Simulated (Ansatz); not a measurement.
Cost and result for the atomization energy of CH6ClInSi (`[CH3][In]([SiH3])[Cl]`) (10 atoms, 9 bonds).

```xyz
10

C    -1.495    1.550    0.468
In   -0.504   -0.274   -0.056
Si    1.903   -1.105   -0.367
Cl   -2.081   -1.990   -0.455
H    -1.216    2.343   -0.226
H    -1.205    1.856    1.475
H    -2.572    1.391    0.431
H     1.924   -2.519   -0.815
H     2.643   -0.990    0.920
H     2.604   -0.262   -1.375
```

Total charge 0; spin multiplicity 1. Correlated methods include outer-core shells of In, which these sets cover unevenly. In: def2 effective core potential. The structure was optimised at the PBE0-D4/def2-TZVP level. Program: Ansatz. All runs use 4 threads of a server CPU on a shared host. Times are those of one run each, without the atoms' runs, and a repeat can differ threefold. Electronic energies, without spin–orbit coupling; frozen cores. CCSD(T)/CBS adds CCSD(T) − MP2 in def2-TZVPP to the MP2 limit, and its time is that of the two runs behind it. T1 = 0.012. With those shells the extrapolation isn't a true limit. HSE06 is the plane-wave form, built on full-range PBE exchange.

CCSD(T)/CBS is a level of theory with its own doubt, some kJ/mol a heavy atom from the limit and from the frozen cores, so smaller differences don't rank the functionals.

```json
{"level": "BLYP-D4/def2-TZVPP", "functions": "249", "wall time": "1.9 s"}
{"level": "PBE0-D4/def2-TZVPP", "functions": "249", "wall time": "2.8 s"}
{"level": "HSE06-D4/def2-TZVPP", "functions": "249", "wall time": "3 s"}
{"level": "BHLYP-D4/def2-TZVPP", "functions": "249", "wall time": "3 s"}
{"level": "CCSD(T)/def2-SVP", "functions": "106", "wall time": "4.1 s"}
{"level": "r2SCANh-D4/def2-TZVPP", "functions": "249", "wall time": "4.5 s"}
{"level": "PBE-QIDH/def2-TZVPP", "functions": "249", "wall time": "4.8 s"}
{"level": "B2PLYP/def2-TZVPP", "functions": "249", "wall time": "5 s"}
{"level": "ωB97X-V/def2-TZVPP", "functions": "249", "wall time": "7.5 s"}
{"level": "B97M-V/def2-TZVPP", "functions": "249", "wall time": "8 s"}
{"level": "MP2/def2-QZVPP", "functions": "459", "wall time": "16 s"}
{"level": "CCSD(T)/def2-TZVPP", "functions": "249", "wall time": "2.2 min"}
{"level": "CCSD(T)/CBS(def2)", "functions": "–", "wall time": "2.4 min"}
```

Task: What atomization energy does each give, and how far from CCSD(T)/CBS? (Best estimate.)

Result: The calculation gave: 
```json
{"level": "BLYP-D4/def2-TZVPP", "atomization (kJ/mol)": "2958.2", "difference from CCSD(T)/CBS": "-70.6", "per bond": "-7.9"}
{"level": "PBE0-D4/def2-TZVPP", "atomization (kJ/mol)": "2999.5", "difference from CCSD(T)/CBS": "-29.3", "per bond": "-3.3"}
{"level": "HSE06-D4/def2-TZVPP", "atomization (kJ/mol)": "3000.9", "difference from CCSD(T)/CBS": "-27.9", "per bond": "-3.1"}
{"level": "BHLYP-D4/def2-TZVPP", "atomization (kJ/mol)": "2960.0", "difference from CCSD(T)/CBS": "-68.8", "per bond": "-7.6"}
{"level": "CCSD(T)/def2-SVP", "atomization (kJ/mol)": "2837.4", "difference from CCSD(T)/CBS": "-191.4", "per bond": "-21.3"}
{"level": "r2SCANh-D4/def2-TZVPP", "atomization (kJ/mol)": "3013.6", "difference from CCSD(T)/CBS": "-15.2", "per bond": "-1.7"}
{"level": "PBE-QIDH/def2-TZVPP", "atomization (kJ/mol)": "2997.4", "difference from CCSD(T)/CBS": "-31.4", "per bond": "-3.5"}
{"level": "B2PLYP/def2-TZVPP", "atomization (kJ/mol)": "2964.3", "difference from CCSD(T)/CBS": "-64.5", "per bond": "-7.2"}
{"level": "ωB97X-V/def2-TZVPP", "atomization (kJ/mol)": "3038.7", "difference from CCSD(T)/CBS": "9.9", "per bond": "1.1"}
{"level": "B97M-V/def2-TZVPP", "atomization (kJ/mol)": "3033.8", "difference from CCSD(T)/CBS": "5.0", "per bond": "0.5"}
{"level": "MP2/def2-QZVPP", "atomization (kJ/mol)": "2996.8", "difference from CCSD(T)/CBS": "-32.0", "per bond": "-3.6"}
{"level": "CCSD(T)/def2-TZVPP", "atomization (kJ/mol)": "2953.5", "difference from CCSD(T)/CBS": "-75.3", "per bond": "-8.4"}
{"level": "CCSD(T)/CBS(def2)", "atomization (kJ/mol)": "3028.8", "difference from CCSD(T)/CBS": "0.0", "per bond": "0.0"}
```

At CCSD(T), def2-SVP lies −191.5 kJ/mol from the extrapolated value and def2-TZVPP −75.3 kJ/mol: correlation converges slowly with the basis, and small sets miss more of it in the bonded molecule than in its fragments. Leaving LDA and LC-ωPBE aside and taking each functional with its dispersion term where it has one, the values, not all of them listed here, spread over 89.3 kJ/mol, from revPBE-D4 to ωB97X-V. LDA lies +372.7 kJ/mol from PBE without D4, its usual overbinding. From r2SCAN to r2SCAN0 (25 % exact exchange), in def2-TZVPP and without D4, the atomization energy moves by −23.8 kJ/mol: exact exchange takes away binding that semilocal exchange gives to molecules.

Spin–orbit coupling would lower the free In atoms strongly, and the atomization energy with them, by more than many differences here.
